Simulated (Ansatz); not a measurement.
Steps of a relaxation of `C[O][Ge]([OH])([Cl])[Cl]` with RKS PBE0-D4/def2-TZVP.

```sh
$ ansatz run in.yaml --threads 2 --pin off --events-out ev --progress --plain --max-ram 32768MiB --backend cuda --devices 0, --max-vram 18GiB
```

```yaml
crystal:
  periodic: [false, false, false]
  atoms:
    - {symbol: C, position_ang: [0.447850, -1.369190, -0.905980]}
    - {symbol: O, position_ang: [0.044800, -0.023700, -0.711920]}
    - {symbol: Ge, position_ang: [-0.354540, 0.761970, 0.816980]}
    - {symbol: O, position_ang: [-0.682840, 2.395990, 0.366540]}
    - {symbol: Cl, position_ang: [1.296090, 0.696210, 2.132510]}
    - {symbol: Cl, position_ang: [-2.089580, -0.005440, 1.704570]}
    - {symbol: H, position_ang: [1.309730, -1.620820, -0.285990]}
    - {symbol: H, position_ang: [0.721000, -1.456100, -1.958120]}
    - {symbol: H, position_ang: [-0.366790, -2.060410, -0.684040]}
    - {symbol: H, position_ang: [-0.325720, 2.681500, -0.474550]}
basis:
  gaussian: {orbitals: def2-TZVP}
hamiltonian: {xc: pbe0, dispersion: d4}
relax: {f_tol: 0.005, max_steps: 150}
```

Positions (Å) and forces (eV/Å) along the path, 10 of 10 steps:

```xyz
10
step=1 energy=-86745.6779 eV
C     0.448   -1.369   -0.906   -0.111    0.370    0.166
O     0.045   -0.024   -0.712   -0.086    0.092    0.275
Ge   -0.355    0.762    0.817    0.435   -0.301   -1.070
O    -0.683    2.396    0.367   -0.326    0.626    0.200
Cl    1.296    0.696    2.133    0.171   -0.146    0.263
Cl   -2.090   -0.005    1.705   -0.287   -0.248    0.280
H     1.310   -1.621   -0.286    0.110   -0.054    0.026
H     0.721   -1.456   -1.958    0.022   -0.099    0.011
H    -0.367   -2.060   -0.684   -0.065   -0.086   -0.010
H    -0.326    2.682   -0.475    0.137   -0.154   -0.141
10
step=2 energy=-86745.7266 eV
C     0.445   -1.361   -0.895   -0.033    0.115    0.069
O     0.044   -0.011   -0.750   -0.047    0.124    0.118
Ge   -0.347    0.777    0.768    0.144   -0.278   -0.301
O    -0.697    2.427    0.362   -0.169    0.275    0.164
Cl    1.278    0.632    2.136    0.031   -0.025   -0.018
Cl   -2.052   -0.049    1.717   -0.028   -0.037   -0.008
H     1.308   -1.598   -0.267    0.024   -0.007    0.016
H     0.723   -1.494   -1.942    0.001   -0.034    0.037
H    -0.373   -2.046   -0.656   -0.017   -0.015    0.013
H    -0.328    2.722   -0.473    0.093   -0.117   -0.090
10
step=3 energy=-86745.7410 eV
C     0.441   -1.347   -0.878    0.015   -0.064   -0.013
O     0.040    0.006   -0.781    0.011    0.009   -0.127
Ge   -0.348    0.774    0.734   -0.019   -0.009    0.157
O    -0.702    2.442    0.380   -0.060    0.062    0.062
Cl    1.291    0.591    2.091   -0.031   -0.001   -0.053
Cl   -2.047   -0.088    1.679    0.064    0.026   -0.063
H     1.306   -1.562   -0.242   -0.017    0.015   -0.007
H     0.719   -1.527   -1.919   -0.015    0.008    0.061
H    -0.377   -2.026   -0.611    0.015    0.021    0.005
H    -0.322    2.737   -0.453    0.037   -0.067   -0.022
10
step=4 energy=-86745.7444 eV
C     0.433   -1.341   -0.867    0.012    0.005   -0.015
O     0.063    0.026   -0.803    0.007   -0.007    0.024
Ge   -0.342    0.777    0.724   -0.013   -0.045   -0.033
O    -0.725    2.444    0.384   -0.011   -0.009    0.039
Cl    1.296    0.601    2.076   -0.004    0.001   -0.004
Cl   -2.029   -0.145    1.619    0.000    0.018    0.013
H     1.307   -1.552   -0.242   -0.008    0.002   -0.004
H     0.684   -1.557   -1.906   -0.002   -0.001    0.010
H    -0.391   -1.994   -0.561    0.008    0.020    0.003
H    -0.297    2.741   -0.424    0.012    0.018   -0.033
10
step=5 energy=-86745.7449 eV
C     0.437   -1.340   -0.868   -0.005   -0.015    0.007
O     0.052    0.022   -0.805   -0.002    0.017   -0.008
Ge   -0.349    0.773    0.721   -0.001   -0.012    0.004
O    -0.721    2.444    0.387   -0.001    0.007   -0.004
Cl    1.295    0.585    2.065    0.001   -0.001    0.003
Cl   -2.040   -0.127    1.631    0.000    0.003    0.000
H     1.312   -1.540   -0.241    0.001   -0.004   -0.002
H     0.691   -1.558   -1.906    0.000    0.008   -0.002
H    -0.381   -1.999   -0.561    0.006   -0.005    0.002
H    -0.296    2.741   -0.423    0.000    0.003   -0.001
10
step=6 energy=-86745.7449 eV
C     0.438   -1.340   -0.867    0.005   -0.001   -0.007
O     0.047    0.021   -0.805   -0.003   -0.004    0.004
Ge   -0.351    0.773    0.721   -0.002    0.001   -0.001
O    -0.719    2.444    0.387    0.000    0.003    0.000
Cl    1.292    0.579    2.066   -0.001    0.000    0.001
Cl   -2.045   -0.121    1.632    0.000    0.000    0.001
H     1.318   -1.536   -0.247    0.000    0.000   -0.001
H     0.687   -1.556   -1.907    0.001   -0.002    0.001
H    -0.374   -2.004   -0.556   -0.001    0.004    0.003
H    -0.294    2.740   -0.424    0.000    0.000    0.000
10
step=7 energy=-86745.7450 eV
C     0.440   -1.340   -0.868    0.001    0.004   -0.002
O     0.042    0.019   -0.805    0.002   -0.005    0.004
Ge   -0.354    0.772    0.721    0.001    0.003   -0.004
O    -0.717    2.445    0.387   -0.001   -0.001    0.001
Cl    1.289    0.574    2.066    0.000    0.000    0.000
Cl   -2.050   -0.116    1.633   -0.002    0.000    0.000
H     1.325   -1.530   -0.252   -0.001    0.002   -0.002
H     0.683   -1.556   -1.909   -0.001   -0.002    0.000
H    -0.367   -2.007   -0.549    0.000    0.002    0.000
H    -0.291    2.740   -0.424    0.000   -0.003    0.002
10
step=8 energy=-86745.7450 eV
C     0.441   -1.340   -0.868   -0.001    0.005    0.001
O     0.040    0.019   -0.806    0.004   -0.005    0.006
Ge   -0.355    0.771    0.721   -0.002    0.004   -0.005
O    -0.716    2.444    0.387    0.002   -0.001   -0.001
Cl    1.286    0.571    2.067   -0.001   -0.001    0.000
Cl   -2.055   -0.114    1.630    0.001   -0.002    0.001
H     1.331   -1.526   -0.259   -0.003    0.001   -0.002
H     0.677   -1.558   -1.910   -0.001   -0.001    0.001
H    -0.362   -2.008   -0.541    0.002    0.001   -0.002
H    -0.287    2.739   -0.423    0.000    0.001    0.001
10
step=9 energy=-86745.7450 eV
C     0.442   -1.339   -0.868   -0.001    0.003    0.001
O     0.041    0.019   -0.806    0.000   -0.002    0.005
Ge   -0.357    0.772    0.720    0.001   -0.004   -0.002
O    -0.716    2.445    0.386    0.002   -0.005    0.000
Cl    1.282    0.568    2.068    0.004    0.002    0.001
Cl   -2.056   -0.114    1.629   -0.003    0.001   -0.002
H     1.337   -1.522   -0.264   -0.004    0.001   -0.002
H     0.670   -1.560   -1.911   -0.001    0.000    0.003
H    -0.358   -2.007   -0.533    0.004    0.002   -0.002
H    -0.284    2.740   -0.422   -0.001    0.003    0.000
10
step=10 energy=-86745.7450 eV
C     0.442   -1.339   -0.867   -0.001    0.002    0.000
O     0.042    0.019   -0.806    0.000   -0.003    0.003
Ge   -0.356    0.772    0.721    0.001    0.000   -0.003
O    -0.717    2.445    0.386    0.000   -0.003    0.000
Cl    1.283    0.570    2.068    0.000    0.000    0.002
Cl   -2.056   -0.115    1.628    0.001    0.001    0.000
H     1.335   -1.524   -0.263   -0.002    0.000   -0.001
H     0.671   -1.560   -1.911   -0.001    0.000    0.002
H    -0.360   -2.007   -0.535    0.002    0.001   -0.001
H    -0.285    2.740   -0.421   -0.001    0.002    0.000
```

Run time 42 s (2 threads of an AMD EPYC 7R13 on a shared host and a share of an NVIDIA H100 80 GB); peak host memory 0.92 GiB.
